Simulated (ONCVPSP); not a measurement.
What one change does to a pseudopotential (chromium, ONCV)

chromium (Cr), optimised norm-conserving Vanderbilt (ONCV), made with ONCVPSP 4.0.1 (PBE, scalar-relativistic). Core [Ar], reference 3d5 4s1. Waves: 4s: rc 2.15 bohr, ncon 3, nbas 7, qcut 3.7 1/bohr, local; p scattering state at 0.23 Ha: rc 2.30 bohr, ncon 4, nbas 8, qcut 3.5 1/bohr, 2 projectors, debl 1 Ha; 3d: rc 2.15 bohr, ncon 5, nbas 10, qcut 6.2 1/bohr, 2 projectors, debl 1.4 Ha. Local part: the s channel. Core correction: Teter function, fcfact 3.75, rcfact 1.2.

Change: all radii but the core radius scaled by about 0.88 (s 1.90, p 2.04, d 1.90 bohr).

Cutoffs: the cutoffs (Ha) at which the residual kinetic energy of the hardest occupied pseudo-wave falls to 1 and 0.1 mHa per electron; they do not see the model core or the augmentation charge, which bear on the density cutoff. Errors are all-electron minus pseudo energies relative to the spin-unpolarised reference configuration.

Q: How do hardness, ghosts and transferability respond?

A: The potential gets harder (19 Ha and 70 Ha → 62 Ha and 102 Ha); both files keep a bound ghost (p); of the 3 tests that both files solve, the error grows in 1 and shrinks in 1 by more than 15 % and 0.3 meV (median size 19.7 → 41.6 meV). A smaller radius makes the pseudo-wave follow the all-electron one further in, where it bends more sharply, so more plane waves are needed.

```csv
quantity,base,changed
"cutoff, loose",19 Ha,62 Ha
"cutoff, tight",70 Ha,102 Ha
loose cutoff by channel,"s 3.5 Ha, d 19 Ha","s 3.8 Ha, d 62 Ha"
bound ghosts,p,p
GHOST(+) flags under 300 eV,none,none
tests with a reliable result,3 of 4,3 of 4
"error for 3d5 4s0, meV [ΔE 6.90 eV]",+20,+18
"error for 3d4 4s0, meV [ΔE 22.95 eV]",+71,+51
"error for 3d5 4s0 4p1, meV [ΔE 3.12 eV]",+5.6,-42
"rms error of d²Exc/dni dnj with the model core, mHa",5.53,6.67
```

 A true bound ghost makes a file unfit for plane-wave use even where its test errors are small: the radial tests pick states by their node count and pass the ghost by.
